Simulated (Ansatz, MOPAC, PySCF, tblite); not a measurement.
Scan of H2Mg, singlet: symmetric bend, bond length relaxed. Scanned: H-Mg-H angle. Other coordinates (Mg-H bond length) were minimised at B3LYP/def2-TZVP.

RHF/def2-SVP (PySCF); GFN2-xTB, 300 K electronic temperature (tblite); PM3, restricted, heats of formation (MOPAC); FCI/cc-pVQZ = full CI/cc-pVQZ, frozen core run with Ansatz (a first-principles code).

Energies relative to the lowest point of each profile, in kJ/mol:

```
a / °     RHF  GFN2-xTB    PM3
------  -----  --------  -----
171.28    1.4       0.4    0.7
160.20    7.2       2.3    3.5
147.73   18.7       6.6    9.5
139.61   29.2      11.0   15.0
132.34   40.6      16.3   21.2
117.84   70.2      32.0   37.1
112.05   84.9      40.8   44.9
101.47  116.9      61.9   61.3
92.21   151.3      87.5   77.7
77.68   220.7     148.9  106.3
69.63   269.2     200.7  119.6
60      338.0     291.9  123.5
```

Task: Predict the corresponding FCI/cc-pVQZ column.

Result: 171.28: 1.1; 160.20: 5.6; 147.73: 15.0; 139.61: 23.9; 132.34: 33.7; 117.84: 59.4; 112.05: 72.2; 101.47: 100.1; 92.21: 130.0; 77.68: 190.2; 69.63: 232.0; 60: 291.2 (kJ/mol).
